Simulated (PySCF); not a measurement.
# Computed records: H₄N₂Si

Calculation on a computer-drawn molecule: the log of a Hartree-Fock and frozen-core CCSD(T) single point meant for a local Hartree-Fock minimum, with one planted fault or none, to be diagnosed. Offsets are logged minus clean, where the clean run is the same molecule without the fault. The reference is restricted for singlets and unrestricted otherwise, and also for a bond in bohr or an excited solution. Adding or removing an electron swaps singlet and doublet. The excited solution moves the top pair (singlet) or top alpha electron (doublet) to the lowest empty orbital. Highest occupied and lowest empty are orbital energies over both spins, largest force is the largest gradient component, triples share is (T) over the correlation energy, the T1 limit is 0.02 restricted and 0.045 unrestricted, electrons count all cores, a negative frequency is imaginary (commonest isotopes), and the dipole is about the centre of nuclear charge. Program: PySCF 2.14.0.

## H₄N₂Si

Logged structure:
```xyz
7
H4N2Si
N     -2.1387     1.6005     1.2266
Si    -0.8618     1.7155     2.3624
N      0.0143     0.2889     2.0000
H     -2.2944     0.8760     0.5499
H     -2.8480     2.3061     1.1795
H      0.8464     0.0557     2.5066
H     -0.1977    -0.4009     1.3028
```

| Item | Value |
| --- | --- |
| meant charge | 0 |
| meant multiplicity | 1 |
| meant basis | cc-pV(D+d)Z |
| logged electrons | 33 |
| logged basis functions | 71 |
| logged SCF converged | yes |
| logged spin squared | 0.7739 |
| logged highest occupied | 1.9502 eV |
| logged lowest empty | 9.7815 eV |
| logged largest force | 0.056333 hartree/bohr |
| logged T1 diagnostic | 0.014072 |
| logged D1 diagnostic | 0.043818 |
| logged triples share | 0.024378 |
| logged CC converged | yes |
| logged dipole magnitude | 4.7101 debye |
| logged SCF stable within its kind | yes |
| logged energy HF | -400.10453 hartree |
| logged energy CCSD(T) | -400.57879 hartree |
| possible faults | no fault, one electron removed, one electron added, multiplicity raised by two, geometry at a saddle point, SCF held on an excited solution, minimal basis STO-3G, one bond length entered in bohr, all coordinates scaled |
| planted fault | withheld |

Drawn bonds:
```tsv
atom	other atom	order
1	2	1
2	3	1
1	4	1
1	5	1
3	6	1
3	7	1
```

Notes: highest electron not bound in this basis.

To be estimated
1. H₄N₂Si: planted fault?

Calculated values
1. one electron added

Further results for H₄N₂Si:

| Quantity | Value |
| --- | --- |
| HF energy offset from clean run | 60.77 kcal/mol |
| CCSD(T) energy offset from clean run | 59.95 kcal/mol |
